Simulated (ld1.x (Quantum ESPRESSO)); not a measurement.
# Transferability test, TM potential for Mo (Z = 42)

```json
{"Element": "molybdenum", "Generator": "ld1.x (Quantum ESPRESSO) 7.5", "Type": "norm-conserving Troullier–Martins (Kleinman–Bylander form)", "Functional": "PBE", "Relativity": "fully relativistic", "Frozen core": "[Ar] 3d10", "Valence charge": "14", "Reference configuration": "4s2 4p6 4d6 5s0 5p0", "Partial waves": "4p (bound): rc 1.45 bohr; 4d (bound): rc 2.45 bohr; 4s (bound): rc 1.15 bohr", "Local potential": "the s channel", "Core correction": "none"}
```

Open shells are filled in proportion to 2j + 1 (rel_dist='average').

Energies are relative to the spin-unpolarised reference configuration 4s2 4p6 4d6 5s0 5p0; without spin polarisation the order of configurations can differ from experiment.

Task: Give the all-electron excitation energy and the error of the potential for: 4s2 4p6 4d5 5s1 5p0; 4s2 4p6 4d5 5s0 5p0; 4s2 4p6 4d4 5s0 5p0; 4s2 4p6 4d5 5s0.5 5p0; 4s2 4p6 4d5.5 5s0.5 5p0; 4s2 4p6 4d2 5s0 5p0; 4s2 4p6 4d5 5s0 5p1.

Result:

```tsv
valence configuration	charge	ΔE all-electron (eV)	error AE − PS (meV)
4s2 4p6 4d5 5s1 5p0	0	-0.762	+59
4s2 4p6 4d5 5s0 5p0	+1	6.129	-0.4
4s2 4p6 4d4 5s0 5p0	+2	21.589	+2.2
4s2 4p6 4d5 5s0.5 5p0	+0.5	1.965	+33
4s2 4p6 4d5.5 5s0.5 5p0	0	-0.482	+26
4s2 4p6 4d2 5s0 5p0	+4	87.830	+153
4s2 4p6 4d5 5s0 5p1	0	2.376	+59
```

Levels in the configuration 4s2 4p6 4d5 5s0 5p1:

```
   level  all-electron (eV)  pseudo (eV)
4s j=1/2            -65.676      -65.577
4p j=1/2            -41.540      -41.446
4p j=3/2            -39.061      -38.970
4d j=3/2             -5.157       -5.082
4d j=5/2             -4.947       -4.873
5p j=1/2             -1.817       -1.800
5p j=3/2             -1.709       -1.752
```

A Bessel basis up to 400 Ry misses an occupied level by 0.04 Ry, so cutoffs and ghosts were not judged.
